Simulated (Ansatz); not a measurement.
`C=C[SiH](F)[GeH3]` + H–F → `F[SiH](F)[GeH3]` + ethylene  (ligand exchange at the Si–C bond)

Isolated molecules relaxed with PBE0-D4/def2-TZVP in Ansatz; ΔE leaves out vibrations. CCSD(T)/CBS adds triple-zeta CCSD(T) − MP2 to the extrapolated MP2 energy (def2 sets, frozen cores). This one scheme is used for every species. DFT in def2-TZVPP. B3LYP here is the variant with VWN-RPA as its local correlation; programs differ in this. For Ge outer-core shells are correlated without core-valence functions, which leaves a few kJ/mol of doubt a bond. Scalar relativity is left out up to krypton. Each species was taken in one conformer, which may not be the lowest.

CCSD(T)/CBS gives -136.2 kJ/mol.

Q: Another level gave -140.7 kJ/mol. Which?
A. PBE0/def2-TZVPP
B. LDA (SPW92)/def2-TZVPP
C. CAM-B3LYP/def2-TZVPP
D. B3LYP-D4/def2-TZVPP

A: D. B3LYP-D4 -140.7, CAM-B3LYP -153.1, LDA (SPW92) -129.9, PBE0 -135.2 kJ/mol.

Largest T1 diagnostic among the species: 0.012.

The D4 term adds +9.6 kJ/mol with B3LYP and +5.5 kJ/mol with PBE0; it sums over pairs of atoms, weighted by their polarisabilities, and B3LYP, whose exchange is more repulsive, gets the larger term. From BLYP to BHLYP (50 % exact exchange), in def2-TZVPP and without D4, ΔE moves by −4.0 kJ/mol.
